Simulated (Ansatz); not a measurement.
```yaml
crystal:
  periodic: [false, false, false]
  atoms:
    - {symbol: C, position_ang: [-0.563967, 2.073834, -0.154169]}
    - {symbol: C, position_ang: [-0.022912, 0.835520, 0.201041]}
    - {symbol: N, position_ang: [-0.295164, -0.245391, -0.467522]}
    - {symbol: Si, position_ang: [0.340754, -1.812300, -0.082350]}
    - {symbol: H, position_ang: [-1.227709, 2.139364, -1.007633]}
    - {symbol: H, position_ang: [-0.332049, 2.969779, 0.408035]}
    - {symbol: H, position_ang: [0.645352, 0.821291, 1.075266]}
    - {symbol: H, position_ang: [1.095197, -2.311120, -1.260699]}
    - {symbol: H, position_ang: [-0.800463, -2.725649, 0.182163]}
    - {symbol: H, position_ang: [1.243959, -1.796628, 1.108868]}
basis:
  gaussian: {orbitals: aug-pcseg-2, point_charges: [{charge: 0.50, position_ang: [5.762, 0.344, 0.610]}]}
total_charge: 1
magnetization: {spin_polarized: true, initial_magnetization: 0}
hamiltonian: {xc: {name: wB97X-V}}
accuracy: high
output: {forces: true}
```

```sh
$ ansatz run in.yaml --threads 4 --pin off --events-out ev --progress --plain --max-ram 10444MiB
```

Shortened log:

```
Functional definition: wB97X-V
4932 factors; integrals over basis functions are off by at most 3.6e-9 eV
849 factors; integrals over basis functions are off by at most 2.5e-9 eV
mean field evaluation 1: about -11514.0941 eV, gradient 4.9e1 eV
mean field evaluation 2: about -11512.4964 eV, gradient 5.4e1 eV
mean field evaluation 4: about -11526.5460 eV, gradient 5.9e0 eV
mean field evaluation 8: about -11526.8628 eV, gradient 4.1e-1 eV
mean field evaluation 16: about -11526.8666 eV, gradient 3.2e-3 eV
mean field evaluation 32: about -11526.8666 eV, gradient 9.5e-8 eV
mean field -11526.86908806 eV, -423.6046257937 hartree, gradient 1.8e-8 eV, S^2 0.090536; 7 other end points of the search recorded, 0 dependent functions left out
reference -11526.86908776 eV, -423.6046257828 hartree; 19, 19 occupied and 307, 307 virtual orbitals, 4932 factors
Total energy: -11526.86908776 eV, -423.6046257828 hartree
Atom 0 at    -0.563967     2.073834    -0.154169 Å, force    -0.463614    -0.116686    -0.581581 eV/Å
Atom 1 at    -0.022912     0.835520     0.201041 Å, force     0.795094    -0.703130     0.851195 eV/Å
Atom 2 at    -0.295164    -0.245391    -0.467522 Å, force    -0.648207     1.969075    -0.334339 eV/Å
Atom 3 at     0.340754    -1.812300    -0.082350 Å, force     0.856400    -2.448259     0.615059 eV/Å
Atom 4 at    -1.227709     2.139364    -1.007633 Å, force    -0.156168     0.048809    -0.175815 eV/Å
Atom 5 at    -0.332049     2.969779     0.408035 Å, force     0.029562     0.166414     0.097734 eV/Å
Atom 6 at     0.645352     0.821291     1.075266 Å, force    -0.122497    -0.036944    -0.115914 eV/Å
Atom 7 at     1.095197    -2.311120    -1.260699 Å, force    -0.148585     0.388594    -0.100911 eV/Å
Atom 8 at    -0.800463    -2.725649     0.182163 Å, force    -0.134937     0.380700    -0.100379 eV/Å
Atom 9 at     1.243959    -1.796628     1.108868 Å, force    -0.175919     0.359650    -0.170529 eV/Å
Dipole moment:    -0.221691     1.097900     0.119975 e Å
```

Hardware: 4 threads of an Intel Xeon Platinum 8488C on a shared host. Wall time 5.7 min, peak host memory 5.1 GiB.
